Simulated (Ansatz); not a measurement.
Ansatz (a program for electronic structure) input (SVWN5/def2-TZVP):

Ansatz 0.2 input:
```yaml
crystal:
  periodic: [false, false, false]
  atoms:
    - {symbol: Ge, position_ang: [-0.00000000, -0.00000000, -0.38851526]}
    - {symbol: F, position_ang: [0.00000000, 0.00000000, 1.38138759]}
basis:
  gaussian:
    orbitals: def2-TZVP
hamiltonian:
  xc: {name: SVWN5}
magnetization: {spin_polarized: true, initial_magnetization: 1}
relax: {f_tol: 0.003, max_steps: 100}
```

Output:

```
Functional definition: SVWN5
integrals: 0.01 GiB planned
514 factors; their error is unknown
mean field: 0.18 GiB planned
mean field evaluation 1: about -59130.7513 eV, gradient 3.1e1 eV
mean field evaluation 2: about -59068.7507 eV, gradient 1.3e2 eV
mean field evaluation 4: about -59132.9389 eV, gradient 8.8e0 eV
mean field evaluation 8: about -59133.1404 eV, gradient 1.8e0 eV
mean field evaluation 16: about -59133.1544 eV, gradient 9.6e-5 eV
mean field evaluation 32: about -59133.1544 eV, gradient 1.3e-4 eV
mean field -59133.15438847 eV, -2173.1033418846 hartree, gradient 1.0e-5 eV, S^2 0.751135; 2 other end points of the search recorded, 0 dependent functions left out
the calculation of the forces begins
reference -59133.15440879 eV, -2173.1033426315 hartree; 21, 20 occupied and 58, 59 virtual orbitals, 514 factors
relax step   1: F+E_penalty+E_count = -59133.15438847 eV  Δ(F+E_penalty+E_count) = +0.000e0 eV  max|allowed force component| = 4.602e-1 eV/Å  Δτ_max = 0.0000 Å  (87 SCF iters, accepted)
these checks for a lower state are left out or cut short: starts, cluster_reference, orbital_swaps, neighbouring_geometries, increment
integrals: 0.01 GiB planned
514 factors; their error is unknown
mean field: 0.18 GiB planned
mean field -59133.15772540 eV, -2173.1034645146 hartree, gradient 1.1e-5 eV, S^2 0.751131; 0 other end points of the search recorded, 0 dependent functions left out
the calculation of the forces begins
reference -59133.15774572 eV, -2173.1034652614 hartree; 21, 20 occupied and 58, 59 virtual orbitals, 514 factors
relax step   2: F+E_penalty+E_count = -59133.15772540 eV  Δ(F+E_penalty+E_count) = -3.337e-3 eV  max|allowed force component| = 2.425e-1 eV/Å  Δτ_max = 0.0047 Å  (28 SCF iters, accepted)
these checks for a lower state are left out or cut short: starts, cluster_reference, orbital_swaps, neighbouring_geometries, increment
integrals: 0.01 GiB planned
514 factors; their error is unknown
mean field: 0.18 GiB planned
mean field -59133.15894773 eV, -2173.1035094343 hartree, gradient 1.2e-5 eV, S^2 0.751126; 0 other end points of the search recorded, 0 dependent functions left out
the calculation of the forces begins
reference -59133.15896804 eV, -2173.1035101809 hartree; 21, 20 occupied and 58, 59 virtual orbitals, 514 factors
relax step   3: F+E_penalty+E_count = -59133.15894773 eV  Δ(F+E_penalty+E_count) = -1.222e-3 eV  max|allowed force component| = 9.048e-3 eV/Å  Δτ_max = 0.0052 Å  (28 SCF iters, accepted)
these checks for a lower state are left out or cut short: starts, cluster_reference, orbital_swaps, neighbouring_geometries, increment
integrals: 0.01 GiB planned
514 factors; their error is unknown
mean field: 0.18 GiB planned
mean field -59133.15894937 eV, -2173.1035094946 hartree, gradient 1.3e-5 eV, S^2 0.751126; 0 other end points of the search recorded, 0 dependent functions left out
the calculation of the forces begins
reference -59133.15896969 eV, -2173.1035102412 hartree; 21, 20 occupied and 58, 59 virtual orbitals, 514 factors
relax step   4: F+E_penalty+E_count = -59133.15894937 eV  Δ(F+E_penalty+E_count) = -1.641e-6 eV  max|allowed force component| = 7.883e-5 eV/Å  Δτ_max = 0.0002 Å  (19 SCF iters, accepted)
integrals: 0.01 GiB planned
514 factors; their error is unknown
mean field: 0.18 GiB planned
mean field evaluation 64: about -59132.9623 eV, gradient 8.4e0 eV
mean field -59133.15894937 eV, -2173.1035094946 hartree, gradient 1.3e-5 eV, S^2 0.751126; 3 other end points of the search recorded, 0 dependent functions left out
the calculation of the forces begins
reference -59133.15896969 eV, -2173.1035102412 hartree; 21, 20 occupied and 58, 59 virtual orbitals, 514 factors
Total energy: -59133.15896969 eV, -2173.1035102412 hartree
Atom 0 at    -0.000000    -0.000000    -0.378779 Å, force     0.000000    -0.000000     0.000079 eV/Å
Atom 1 at     0.000000     0.000000     1.371651 Å, force     0.000000     0.000000    -0.000079 eV/Å
Dipole moment:     0.000000    -0.000000    -0.349033 e Å
```
